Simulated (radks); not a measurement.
Task: These are the eigenvalues of the occupied orbitals of an atom or ion with whole-number occupations (eV). Method: scalar-relativistic Kohn-Sham, PBE, spin-polarised, spherical densities, point nucleus; computed with a radial shooting solver on a logarithmic mesh with Libxc functionals.

1s: -8859.806
2s: -1070.847
2p: -925.3718
3s: -123.3222
3p: -80.7942
3d: -13.6586

Which element is it, and in what charge state? The configuration may be excited. Open shells, if any, are filled with parallel spins first.

Result: Z = 29, copper, charge +1: Cu+ in [Ar] 3d10. The list shows which subshells hold electrons but not how many an open one holds; the 1s level, -325.59 hartree, gives Z - s = 25.5 by -(Z - s)^2/2, which with screening and relativity narrows Z to a few neighbours, and the depths of the outer levels then fix element, charge and occupations together.
